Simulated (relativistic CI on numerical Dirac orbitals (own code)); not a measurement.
Calculated at this level of theory: Dirac-Coulomb-Breit CI, separate exchange-only KLI orbitals for each configuration, model QED, unscaled Slater integrals (own radial code, finite nucleus).

The strongest absorption lines from the ground level of an ion, among the configurations computed and to levels below about 353 eV (vacuum wavelength in Å, gf): 67.637 (0.58), 68.601 (0.68), 68.784 (0.49), 70.248 (1.3), 70.661 (0.84), 72.475 (0.27), 87.316 (0.23), 91.587 (0.16).

Question: Which ion is it?
A. Cd32+
B. Sb35+
C. Rh29+
D. Y23+

Answer: C. Rh29+ has 16 electrons and the ground level 3s2.3p4 3P_2; the strongest line goes to 3s2.3p3.3d 3D°_3. The pattern of lines fixes the number of electrons, and along that sequence the line energies rise steadily with the charge (about as its square where n changes within one kind of shell, about linearly where n is kept but much faster in heavy ions where fine structure, which grows about as Z⁴, sets the gap, and irregularly where shells cross), which fixes Z. Configurations outside the model, such as inner-shell arrays, can give stronger lines. At this charge energies of transitions that change n are usually good to better than 1 %, and those within a shell (Δn = 0) to a few per cent.

LS names give the leading component of a level, which can be under half, so a name can repeat, a term be missing and a line seem to break the LS rules.
